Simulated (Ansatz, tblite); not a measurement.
Removing and adding an electron: `c1ccc(-c2ccc(-c3ccc(-c4ccc(-c5ccc(-c6ccc(-c7ccc(-c8ccc(-c9ccc(-c%10cccnc%10)nc9)nc8)nc7)nc6)nc5)nc4)nc3)nc2)nc1`. The state is a singlet with charge 0. Geometry: PBE-D4/def2-SVP. Ansatz, gas phase; energy differences of separate SCF runs; the oxidised species was run as a doublet alone; the reduced species was run as a doublet alone.

```xyz
92

C    -9.640   15.787   -8.409
C    -9.467   14.639   -9.193
C    -8.846   13.518   -8.630
C    -8.408   13.575   -7.286
C    -7.742   12.428   -6.620
C    -7.392   11.232   -7.278
C    -6.772   10.203   -6.569
C    -6.499   10.376   -5.192
C    -5.850    9.332   -4.367
C    -5.712    9.516   -2.974
C    -5.117    8.523   -2.200
C    -4.660    7.337   -2.822
C    -4.042    6.227   -2.061
C    -4.030    6.161   -0.653
C    -3.433    5.073   -0.015
C    -2.851    4.046   -0.793
C    -2.209    2.860   -0.184
C    -2.320    2.527    1.182
C    -1.676    1.392    1.675
C    -0.917    0.587    0.793
C    -0.197   -0.623    1.249
C    -0.362   -1.198    2.526
C     0.376   -2.327    2.880
C     1.285   -2.883    1.950
C     2.123   -4.063    2.260
C     3.092   -4.509    1.335
C     3.894   -5.605    1.645
C     3.727   -6.259    2.889
C     4.556   -7.411    3.310
C     4.341   -8.021    4.565
C     5.135   -9.095    4.961
C     6.152   -9.564    4.096
C     7.046  -10.691    4.445
C     8.084  -11.075    3.569
C     8.927  -12.131    3.911
C     8.731  -12.807    5.138
C     9.590  -13.933    5.583
C     9.309  -14.597    6.797
C    10.125  -15.655    7.203
C    11.206  -16.024    6.384
N    11.496  -15.407    5.227
C    10.707  -14.394    4.848
N     7.732  -12.449    5.976
C     6.929  -11.439    5.640
N     6.360   -8.984    2.891
C     5.596   -7.958    2.520
N     2.786   -5.847    3.770
C     2.022   -4.800    3.464
N     1.440   -2.340    0.720
C     0.728   -1.265    0.387
N    -0.805    0.903   -0.518
C    -1.427    1.986   -0.981
N    -2.848    4.111   -2.145
C    -3.420    5.152   -2.746
N    -4.766    7.167   -4.159
C    -5.334    8.124   -4.893
N    -6.835   11.521   -4.555
C    -7.426   12.499   -5.240
N    -8.583   14.686   -6.535
C    -9.178   15.749   -7.082
H   -10.122   16.691   -8.810
H    -9.815   14.613  -10.237
H    -8.712   12.608   -9.231
H    -7.598   11.094   -8.350
H    -6.509    9.269   -7.084
H    -6.082   10.455   -2.538
H    -5.001    8.674   -1.117
H    -4.493    6.952   -0.046
H    -3.416    5.030    1.083
H    -2.919    3.145    1.868
H    -1.757    1.141    2.741
H    -1.074   -0.773    3.249
H     0.248   -2.769    3.878
H     3.187   -3.967    0.383
H     4.650   -5.947    0.924
H     3.541   -7.621    5.204
H     4.968   -9.563    5.941
H     8.198  -10.521    2.627
H     9.732  -12.428    3.225
H     8.446  -14.255    7.387
H     9.931  -16.194    8.144
H    11.869  -16.858    6.676
H    10.984  -13.911    3.894
H     6.134  -11.207    6.370
H     5.824   -7.535    1.526
H     1.271   -4.525    4.225
H     0.874   -0.846   -0.623
H    -1.322    2.216   -2.054
H    -3.408    5.176   -3.848
H    -5.378    7.923   -5.978
H    -7.686   13.421   -4.694
H    -9.297   16.632   -6.427
```

The xTB rows come from tblite. Single mean-field runs in def2-TZVP are fitted with def2-universal-jkfit. HOMO above LUMO, or a gap near zero within one spin, warns that the state may not be the lowest or that an electron is smeared out.

Estimate orbital energies and vertical ionisation energies and electron affinities at: GFN1-xTB; GFN2-xTB; PBE-D4/def2-TZVP; PBE0-D4/def2-TZVP.


| level | −HOMO (eV) | vertical IE (eV) | −LUMO (eV) | vertical EA (eV) | HOMO–LUMO gap (eV) | IE − EA (eV) | remarks |
| --- | --- | --- | --- | --- | --- | --- | --- |
| GFN1-xTB | 11.15 | 12.14 | 9.05 | 8.02 | 2.10 | 4.12 | – |
| GFN2-xTB | 9.90 | 10.93 | 8.26 | 7.22 | 1.64 | 3.72 | – |
| PBE-D4/def2-TZVP | 5.41 | 6.47 | 3.34 | 2.39 | 2.07 | 4.07 | gap within one spin near zero (+1 doublet) |
| PBE0-D4/def2-TZVP | 6.12 | 6.88 | 2.67 | 2.01 | 3.45 | 4.87 | – |

   Raw xTB energy differences between charge states are shifted by several eV; the methods need an empirical correction for them. Sets without diffuse functions give affinities that are too small.
